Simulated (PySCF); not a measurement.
C₂H₇Al, charge +1, multiplicity 2. Atoms are numbered in the order given.

```xyz
10

Al     0.7052     0.0960     0.0000
C     -0.5884    -1.6873     0.0000
H     -0.1669    -2.0774    -0.9397
H     -1.6411    -1.3879     0.0000
H     -0.1669    -2.0774     0.9397
C     -0.5763     1.5457     0.0000
H      0.0265     2.4729     0.0000
H     -1.2143     1.5242     0.8972
H     -1.2143     1.5242    -0.8972
H      2.1975    -0.3763     0.0000
```
Charge +1, spin multiplicity 2.

Geometry: PBE0-D3(BJ)/def2-SVP. The multiplicity is an assumed one; other spin states were not compared. The isomer is the one that the SMILES or the coordinates give; other isomers of the formula were not compared.

Calculation: M06-2X/def2-TZVPD in PySCF.

The molecule is in vacuum.

```json
{
  "total_energy": "-322.48003 hartree",
  "point_group": "Cs",
  "α spin, highest occupied and lowest empty level": "-14.86 and -5.98 eV",
  "β spin, highest occupied and lowest empty level": "-14.88 and -9.15 eV",
  "dipole_moment_about_the_centre_of_nuclear_charge": "1.45 D",
  "mean_static_polarisability": "53.4 bohr³ (7.91 Å³)",
  "polarisability_principal_values": "38.3, 50.0, 71.7 bohr³",
  "⟨S²⟩": "0.756 (pure state 0.75)"
}
```
